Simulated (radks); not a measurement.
Coulomb parameter of the 3d shell of the nickel ion Ni2+ in the model configuration [Ar] 3d7 4s1, as a second difference U = [E(n + 0.5) + E(n - 0.5) - 2 E(n)] / (0.5)^2 with all orbitals relaxed. "Bare": the charge of the atom changes with n. "Screened": the 4s shell takes up the change at fixed total charge, which measures U(3d,3d) + U(4s,4s) - 2 U(3d,4s). Calculated with a radial shooting solver on a logarithmic mesh with Libxc functionals: scalar-relativistic Kohn-Sham, LDA (Slater exchange, Perdew-Wang correlation), spin-unpolarised, spherical densities, point nucleus.

| case | configuration | E - E(n) (eV) |
|---|---|---|
| start | [Ar] 3d7 4s1 | 0.000 |
| bare +0.5 | [Ar] 3d7.5 4s1 | -15.398 |
| bare -0.5 | [Ar] 3d6.5 4s1 | 20.053 |
| screened +0.5 | [Ar] 3d7.5 4s0.5 | -4.962 |
| screened -0.5 | [Ar] 3d6.5 4s1.5 | 6.146 |

U(bare) = 18.619 eV, U(screened by 4s) = 4.735 eV, against the Slater integral F0(3d,3d) = 27.679 eV with frozen orbitals.
